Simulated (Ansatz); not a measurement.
Cost and result for the atomization energy of CH₅AuO₂, SMILES `C[O][Au-][OH2+]` (9 atoms, 8 bonds).

```
atom   x (Å)   y (Å)   z (Å)
  C1   1.492   0.526   1.306
  O2   0.872   1.075   0.179
 Au3  -0.541   0.025  -0.633
  O4  -2.107  -1.046  -1.602
  H5   2.258   1.240   1.639
  H6   0.804   0.367   2.149
  H7   2.000  -0.428   1.104
  H8  -2.911  -0.515  -1.629
  H9  -1.866  -1.243  -2.514
```

Total charge 0; spin multiplicity 1. Correlated methods include outer-core shells of Au, which these sets cover unevenly. Au: def2 effective core potential. The geometry is a stationary point of PBE0-D4/def2-TZVP. It is one conformer, not always the lowest. Program: Ansatz. All runs use 4 threads of an AMD EPYC 9R45 on a shared host. Times are those of one run each, without the atoms' runs, and a repeat can differ threefold. Electronic energies, without spin–orbit coupling; frozen cores. CCSD(T)/CBS adds CCSD(T) − MP2 in def2-TZVPP to the MP2 limit, and its time is that of the two runs behind it. T1 = 0.017. With those shells the extrapolation isn't a true limit.

CCSD(T)/CBS is a level of theory with its own doubt, some kJ/mol a heavy atom from the limit and from the frozen cores, so smaller differences don't rank the functionals.

```
                             level  functions  wall time
            LDA (SPW92)/def2-TZVPP        219      0.5 s
                BLYP-D4/def2-TZVPP        219      0.7 s
                PBE0-D4/def2-TZVPP        219      0.9 s
               BHLYP-D4/def2-TZVPP        219      0.9 s
           CAM-B3LYP-D4/def2-TZVPP        219        1 s
r2SCAN-D4/def2-TZVPP (with forces)        219      1.3 s
                 B2PLYP/def2-TZVPP        219      1.6 s
                ωB97X-V/def2-TZVPP        219      2.3 s
                 B97M-V/def2-TZVPP        219      2.5 s
                  CCSD(T)/def2-SVP         99      3.3 s
                    MP2/def2-QZVPP        409      5.5 s
                CCSD(T)/def2-TZVPP        219       57 s
                 CCSD(T)/CBS(def2)          –       63 s
```

Question: What atomization energy does each give, and how far from CCSD(T)/CBS? (Best estimate.)

Answer: The calculation gave: 
| level | atomization (kJ/mol) | difference from CCSD(T)/CBS | per bond |
| --- | --- | --- | --- |
| LDA (SPW92)/def2-TZVPP | 3460.6 | 498.8 | 62.3 |
| BLYP-D4/def2-TZVPP | 2943.2 | -18.6 | -2.3 |
| PBE0-D4/def2-TZVPP | 2900.7 | -61.1 | -7.6 |
| BHLYP-D4/def2-TZVPP | 2773.7 | -188.1 | -23.5 |
| CAM-B3LYP-D4/def2-TZVPP | 2936.2 | -25.6 | -3.2 |
| r2SCAN-D4/def2-TZVPP (with forces) | 2949.1 | -12.7 | -1.6 |
| B2PLYP/def2-TZVPP | 2893.5 | -68.3 | -8.5 |
| ωB97X-V/def2-TZVPP | 2920.2 | -41.6 | -5.2 |
| B97M-V/def2-TZVPP | 2919.7 | -42.1 | -5.3 |
| CCSD(T)/def2-SVP | 2751.9 | -209.9 | -26.2 |
| MP2/def2-QZVPP | 2986.0 | 24.2 | 3.0 |
| CCSD(T)/def2-TZVPP | 2864.2 | -97.6 | -12.2 |
| CCSD(T)/CBS(def2) | 2961.8 | 0.0 | 0.0 |

At CCSD(T), def2-SVP lies −210.0 kJ/mol from the extrapolated value and def2-TZVPP −97.6 kJ/mol: correlation converges slowly with the basis, and small sets miss more of it in the bonded molecule than in its fragments. Leaving LDA and LC-ωPBE aside and taking each functional with its dispersion term where it has one, the values, not all of them listed here, spread over 229.6 kJ/mol, from BHLYP-D4 to PBE-D4. LDA lies +470.9 kJ/mol from PBE without D4, its usual overbinding. In def2-TZVPP, CCSD(T) changes the Hartree–Fock value by +932.8 kJ/mol (the triples alone add +59.2 kJ/mol) and MP2 by +996.2 kJ/mol; breaking electron pairs costs correlation energy, which Hartree–Fock lacks.
